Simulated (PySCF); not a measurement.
# What a mistake does to a calculation on BGeH6NSi

Calculated results; nothing here was measured. The program is PySCF 2.14.0, an open-source quantum chemistry code, run on an isolated molecule that a program drew, which may never have been made. The molecule is BGeH6NSi (charge 0, singlet), drawn as the SMILES string `[BH2][Ge][SiH2]N`.

Each row is a Hartree-Fock (HF) and frozen-core CCSD(T) single point in the cc-pV(D+d)Z basis, meant for a local HF minimum. Run 1 is clean. Each other run has one planted mistake out of seven kinds, and not every kind appears here: one electron removed, one electron added, multiplicity raised by two, geometry at a saddle point, minimal basis STO-3G, one bond length entered in bohr, all coordinates scaled. The reference is restricted for singlets and unrestricted otherwise, and also for a bond in bohr. Adding or removing an electron swaps singlet and doublet. Electrons count all cores. HOMO and LUMO are orbital energies over both spins, the gradient is its largest component, and the lowest frequency (negative if imaginary) is given only where the gradient is small. Bond lengths are over the 9 bonds as drawn. T1 is the CCSD diagnostic: over 0.02 (restricted) or 0.045 (unrestricted) a single reference is doubtful. Germanium has the cc-pVDZ-PP basis, with a core potential (ECP10MDF) in place of its 10 inner electrons, and its 3s, 3p and 3d shells are frozen in CCSD(T).

Geometry of the clean run:
```xyz
10
BGeH6NSi, angstrom
B    -1.1044    0.5152    1.3210
Ge    0.4964   -0.2152    2.3746
Si    1.2953   -1.6574    0.5469
N     1.0751   -1.0377   -1.0533
H    -2.1718   -0.0406    1.3442
H    -1.0262    1.5470    0.7075
H     0.6198   -2.9587    0.8336
H     2.7509   -1.8953    0.6865
H     0.1584   -0.7729   -1.3626
H     1.5702   -1.4853   -1.8042
```

```
run,electrons,basis functions,<S^2>,HOMO (eV),LUMO (eV),gradient (hartree/bohr),lowest frequency (cm^-1),mean bond (Å),longest bond (Å),T1,HF (hartree),CCSD(T) (hartree),mistake
1,64,104,0.000,-8.28,0.46,1.2e-05,36,1.5147,2.461,0.0180,-664.91411,-665.41902,no fault
2,64,104,0.000,-8.24,0.67,8.6e-02,-,1.3981,2.272,0.0182,-664.85525,-665.35393,all coordinates scaled
3,64,104,1.246,-7.56,0.73,2.0e-02,-,1.6857,3.269,0.0377,-664.80441,-665.27550,one bond length entered in bohr
4,64,104,2.026,-7.47,-0.16,2.2e-02,-,1.5147,2.461,0.0183,-664.88630,-665.37195,multiplicity raised by two
5,65,104,0.764,-1.15,6.53,3.4e-02,-,1.5147,2.461,0.0223,-664.92586,-665.44651,one electron added
6,63,104,0.771,-14.92,-6.43,3.5e-02,-,1.5147,2.461,0.0230,-664.64514,-665.11979,?
```

**Which mistake was planted in run 6, and what did it cost?**

It counts 63 electrons, one fewer than the clean run, at the same geometry and basis. So the mistake is: one electron removed. Subtracting run 1 and multiplying by 627.51 kcal/mol a hartree, the energy moved by 168.8 kcal/mol in HF and 187.8 kcal/mol in CCSD(T).

